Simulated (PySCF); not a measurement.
# Dipole response of As⁺ (arsenic, charge +1)

[Ar] 3d10 4s2 4p2, high-spin 3P determinant. Computed with PySCF 2.14 in def2-QZVPPD, with no relativity, point nucleus. Coupled (time-dependent) response in atomic units; α is the mean over directions.

| method | mean α (bohr³) | α xx, yy, zz | C₆ (like pair) | S(−4) |
| --- | --- | --- | --- | --- |
| wB97X-V | 16.95 | 15.94, 17.45, 17.45 | 104.1 | 84.17 |

S(−4) is the Cauchy moment in α(ω) = α(0) + S(−4) ω² + …

Spin-orbit coupling is absent.

α(iu) at wB97X-V:

```json
{"u (hartree)": "0", "α(iu) (bohr³)": "16.95"}
{"u (hartree)": "0.0500", "α(iu) (bohr³)": "16.74"}
{"u (hartree)": "0.100", "α(iu) (bohr³)": "16.15"}
{"u (hartree)": "0.200", "α(iu) (bohr³)": "14.20"}
{"u (hartree)": "0.300", "α(iu) (bohr³)": "11.89"}
{"u (hartree)": "0.500", "α(iu) (bohr³)": "7.998"}
{"u (hartree)": "0.750", "α(iu) (bohr³)": "5.060"}
{"u (hartree)": "1.00", "α(iu) (bohr³)": "3.459"}
{"u (hartree)": "1.50", "α(iu) (bohr³)": "1.954"}
{"u (hartree)": "2.00", "α(iu) (bohr³)": "1.300"}
{"u (hartree)": "3.00", "α(iu) (bohr³)": "0.7423"}
{"u (hartree)": "5.00", "α(iu) (bohr³)": "0.3710"}
```

A single London oscillator, α(iu) = α/(1 + u²/ω²), gives C₆ = (3/4) ω α². Matching the computed C₆ needs ω = 4 × 104.1 / (3 × 16.95²) = 0.483 hartree.

For an ion, C₆ is the dispersion term alone; charge-induced terms of lower order in 1/R come first.

The components differ because the open shell of this determinant is not spherical; for a pure term their mean is the scalar polarisability.
